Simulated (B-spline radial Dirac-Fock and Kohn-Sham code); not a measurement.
## Relative photoemission cross sections at 4000 eV: 4s, 4p1/2, 4p3/2, Ce to Ta

Method: the independent-particle Dirac-Slater model, thresholds from Dirac-Fock. Computed with a radial B-spline solver. Cross sections are relative to C 1s, computed as 0.7121 kb at this energy; β is from the dipole term. Free atoms in their tabulated ground configurations, whose changes along a row show as steps; without correlation, outer binding energies come out low.

```tsv
Z	element	σ 4s	σ 4p1/2	σ 4p3/2	β 4p3/2	binding 4p3/2 (eV)
58	Ce	4.14	4.41	8.13	1.68	227.6
59	Pr	4.32	4.65	8.59	1.69	230.1
60	Nd	4.53	4.93	9.11	1.70	240.6
61	Pm	4.74	5.21	9.64	1.70	251.2
62	Sm	4.96	5.49	10.2	1.71	261.8
63	Eu	5.15	5.77	10.7	1.71	272.4
64	Gd	5.37	6.09	11.3	1.72	291.6
65	Tb	5.56	6.35	11.9	1.72	294.1
66	Dy	5.73	6.63	12.4	1.73	305.1
67	Ho	5.93	6.92	13.0	1.73	316.2
68	Er	6.13	7.21	13.6	1.73	327.5
69	Tm	6.33	7.50	14.2	1.73	338.9
70	Yb	6.52	7.78	14.8	1.74	350.4
71	Lu	6.71	8.10	15.4	1.74	371.3
72	Hf	6.94	8.42	16.1	1.74	392.9
73	Ta	7.15	8.74	16.8	1.74	415.1
```
